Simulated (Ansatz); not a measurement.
Mulliken charges of C3H5BrO (`O=CCCBr`) from ωB97M-V/def2-TZVPP in Ansatz (PBE0-D4/def2-TZVP geometry).

| atom | x (Å) | y (Å) | z (Å) | charge (e) |
| --- | --- | --- | --- | --- |
| O1 | -0.970 | -0.542 | 2.198 | -0.254 |
| C2 | -0.904 | -0.277 | 1.033 | 0.088 |
| C3 | 0.297 | -0.560 | 0.168 | -0.092 |
| C4 | 0.458 | 0.423 | -0.963 | -0.260 |
| Br5 | 0.785 | 2.220 | -0.289 | -0.096 |
| H6 | -1.768 | 0.182 | 0.502 | 0.082 |
| H7 | 1.186 | -0.618 | 0.797 | 0.117 |
| H8 | 0.138 | -1.558 | -0.267 | 0.102 |
| H9 | -0.442 | 0.498 | -1.573 | 0.152 |
| H10 | 1.304 | 0.182 | -1.602 | 0.162 |

Problem. By hand: the dipole of these point charges (1 e Å = 4.8032 D).

Solution. Σ q r = (0.097, -0.269, -0.596) e Å, of length 0.661 e Å = 3.17 D.

Problem. How does the dipole of the full density compare? (Estimate.)

Solution. Computed: (0.068, -0.280, -0.655) e Å, 3.44 D; the point charges give 0.92 times that, at 3° from its direction.

Point charges leave out the atoms' own dipoles, such as those of lone pairs, and Mulliken's split depends on the basis, so the close match here is no proof of good charges.
